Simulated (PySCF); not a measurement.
**Tb(51+): ionisation energy**

Tb(51+) [Ne] 3s2 3p2 (3P) → Tb(52+) [Ne] 3s2 3p1 (2P), as a difference of total energies. Calculation: PySCF 2.14, in an even-tempered Gaussian basis (17 s from 12 bohr⁻², ratio 2.5; 12 p from 15 bohr⁻², ratio 2.5; 4 d from 60 bohr⁻², ratio 2.7; 4 f from 90 bohr⁻², ratio 2.7); scalar relativity by spin-free X2C-1e. Correlated levels: outer shells: 1s2 frozen; virtual orbitals above 40 to 60 times the deepest correlated orbital energy dropped. The calculations carry no spin-orbit coupling.

```csv
method,ionisation energy (eV)
UHF,4640.4
LDA,4641.4
PBE,4642.4
PBE0,4642.3
r2SCAN,4642.8
BP86,4643.0
B3LYP,4643.0
MP2 (outer shells),4640.9
SCS-MP2 (outer shells),4640.7
```

Spin-orbit coupling is strong in these open shells (close to jj coupling). The scalar numbers leave it out and a first-order estimate fails, so it can dominate the gap to the real levels.

Breit and QED terms and the two-electron picture change are absent.

For comparison: 4760 ± 4 eV (theoretical estimate listed by NIST; NIST Atomic Spectra Database, ionization energies).
